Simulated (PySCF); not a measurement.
Polarisability and C₆ of Sn⁺ (tin, charge +1)

[Kr] 4d10 5s1 5p2, high-spin 4P determinant (an excited configuration). Computed with PySCF 2.14 in aug-cc-pVQZ-DK3, with scalar relativity by spin-free X2C-1e. Coupled (time-dependent) response in atomic units; α is the mean over directions.

```json
{"method": "UHF", "mean α (bohr³)": "27.01", "α xx, yy, zz": "26.58, 27.23, 27.23", "C₆ (like pair)": "205.8", "S(−4)": "233.8"}
{"method": "PBE", "mean α (bohr³)": "27.72", "α xx, yy, zz": "25.59, 28.78, 28.78", "C₆ (like pair)": "212.2", "S(−4)": "259.2"}
{"method": "PBE0", "mean α (bohr³)": "27.14", "α xx, yy, zz": "25.53, 27.94, 27.94", "C₆ (like pair)": "206.7", "S(−4)": "243.0"}
{"method": "B3LYP", "mean α (bohr³)": "27.10", "α xx, yy, zz": "25.16, 28.08, 28.08", "C₆ (like pair)": "205.7", "S(−4)": "245.8"}
```

S(−4) is the Cauchy moment in α(ω) = α(0) + S(−4) ω² + …

Spin-orbit coupling is absent.

α(iu) at PBE0:

```tsv
u (hartree)	α(iu) (bohr³)
0	27.14
0.0500	26.54
0.100	24.93
0.200	20.24
0.300	15.68
0.500	9.663
0.750	6.032
1.00	4.242
1.50	2.558
2.00	1.763
3.00	0.9993
5.00	0.4428
```

A single London oscillator, α(iu) = α/(1 + u²/ω²), gives C₆ = (3/4) ω α². Matching the computed C₆ needs ω = 4 × 206.7 / (3 × 27.14²) = 0.374 hartree.

For an ion, C₆ is the dispersion term alone; charge-induced terms of lower order in 1/R come first.

The components differ because the open shell of this determinant is not spherical; for a pure term their mean is the scalar polarisability.
